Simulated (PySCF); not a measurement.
## RuO4, singlet: molecular constants

Method: B3LYP/[Ru def2-TZVP with ECP28, O def2-TZVP], scalar-relativistic core potentials, density fitting, no spin–orbit coupling, PySCF.

The structure is a minimum.

```json
{
  "Point group": "Td",
  "Bond lengths": "Ru–O 1.679 Å (×4)",
  "Bond angles": "O–Ru–O 109.5° (×6)",
  "Entropy at 298.15 K and 1 bar": "285.6 J/(mol K)",
  "Rotational constants": "0.1402, 0.1402, 0.1402 cm⁻¹",
  "Dipole moment": "0.00 D",
  "Rotational symmetry number": "12",
  "Lowest empty level": "-5.39 eV",
  "Atomisation energy without zero-point energy": "1771 kJ/mol",
  "Heat capacity Cp at 298.15 K": "72.4 J/(mol K)",
  "Highest occupied level": "-10.22 eV",
  "Zero-point energy": "34.4 kJ/mol",
  "Enthalpy at 298.15 K above 0 K": "14.96 kJ/mol",
  "Principal polarisabilities": "46.6, 46.6, 46.6 bohr³",
  "Principal quadrupole moments (Buckingham, traceless) about the centre of mass": "0.00, 0.00, 0.00 D Å"
}
```

Harmonic modes (masses in u: Ru 101.904, O 15.995):
```json
{"symmetry": "e", "ω (cm⁻¹)": "342", "IR (km/mol, summed over degenerate members)": "0.0", "μ (u)": "15.99", "type": "bend"}
{"symmetry": "t2", "ω (cm⁻¹)": "367", "IR (km/mol, summed over degenerate members)": "16.0", "μ (u)": "19.24", "type": "bend"}
{"symmetry": "a1", "ω (cm⁻¹)": "979", "IR (km/mol, summed over degenerate members)": "0.0", "μ (u)": "15.99", "type": "stretch"}
{"symmetry": "t2", "ω (cm⁻¹)": "994", "IR (km/mol, summed over degenerate members)": "413", "μ (u)": "18.96", "type": "stretch"}
```

In Td the vibrations span e + 2t2 + a1. The a1, e modes carry no infrared intensity, as symmetry demands.

Charges (e):
```csv
atom,Mulliken,Löwdin,polar tensor,Mayer order to Ru1
Ru1,1.83,0.95,1.97,–
"O2,3,4,5",-0.46,-0.24,-0.49,1.52
```

Mulliken populations on Ru1 (electrons outside its core potential): s 2.24, p 6.39, d 5.48, f 0.06.

Formally Ru is in oxidation state +8, d0. The polar-tensor charge on Ru, 1.97, is far below the formal one.

Other isomers or separated fragments may lie lower.

The final relaxation and frequency run took 32 s on 4 threads of a shared Arm Neoverse V2 host, with 164 basis functions and 6 gradients; the process peaked at 1.9 GiB.
